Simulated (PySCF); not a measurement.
## Be (beryllium, neutral) across methods

[He] 2p2, high-spin 3P determinant (an excited configuration). Computed with PySCF 2.14 in x2c-TZVPPall with one added diffuse shell of s type (6s3p1d, 20 functions), with scalar relativity by spin-free X2C-1e.

```json
{"method": "r2SCANh", "E (hartree)": "-14.4239", "mean ε 1s α (eV)": "-112.58", "mean ε 1s β (eV)": "-112.26", "mean ε 2p α (eV)": "-3.751", "Σ⟨r²⟩ (bohr²)": "20.42", "⟨S²⟩": "2.000"}
{"method": "PBE0", "E (hartree)": "-14.4081", "mean ε 1s α (eV)": "-113.87", "mean ε 1s β (eV)": "-113.48", "mean ε 2p α (eV)": "-4.099", "Σ⟨r²⟩ (bohr²)": "20.29", "⟨S²⟩": "2.000"}
{"method": "r2SCAN", "E (hartree)": "-14.4266", "mean ε 1s α (eV)": "-110.53", "mean ε 1s β (eV)": "-110.20", "mean ε 2p α (eV)": "-3.477", "Σ⟨r²⟩ (bohr²)": "20.37", "⟨S²⟩": "2.000"}
{"method": "BLYP", "E (hartree)": "-14.4367", "mean ε 1s α (eV)": "-108.27", "mean ε 1s β (eV)": "-107.99", "mean ε 2p α (eV)": "-3.085", "Σ⟨r²⟩ (bohr²)": "19.86", "⟨S²⟩": "2.000"}
{"method": "LDA", "E (hartree)": "-14.2268", "mean ε 1s α (eV)": "-106.70", "mean ε 1s β (eV)": "-106.32", "mean ε 2p α (eV)": "-3.295", "Σ⟨r²⟩ (bohr²)": "20.18", "⟨S²⟩": "2.000"}
{"method": "PBE", "E (hartree)": "-14.4111", "mean ε 1s α (eV)": "-108.01", "mean ε 1s β (eV)": "-107.61", "mean ε 2p α (eV)": "-3.340", "Σ⟨r²⟩ (bohr²)": "20.07", "⟨S²⟩": "2.000"}
{"method": "wB97M-V", "E (hartree)": "-14.4189", "mean ε 1s α (eV)": "-116.61", "mean ε 1s β (eV)": "-116.28", "mean ε 2p α (eV)": "-5.600", "Σ⟨r²⟩ (bohr²)": "20.20", "⟨S²⟩": "2.000"}
{"method": "PW91", "E (hartree)": "-14.4285", "mean ε 1s α (eV)": "-108.21", "mean ε 1s β (eV)": "-107.81", "mean ε 2p α (eV)": "-3.362", "Σ⟨r²⟩ (bohr²)": "19.95", "⟨S²⟩": "2.000"}
```

(1) Estimate the same row for UHF.

Answers

(1) E (hartree) = -14.33700; mean ε 1s α (eV) = -130.75; mean ε 1s β (eV) = -130.43; mean ε 2p α (eV) = -5.995; Σ⟨r²⟩ (bohr²) = 21.29; ⟨S²⟩ = 2.000.
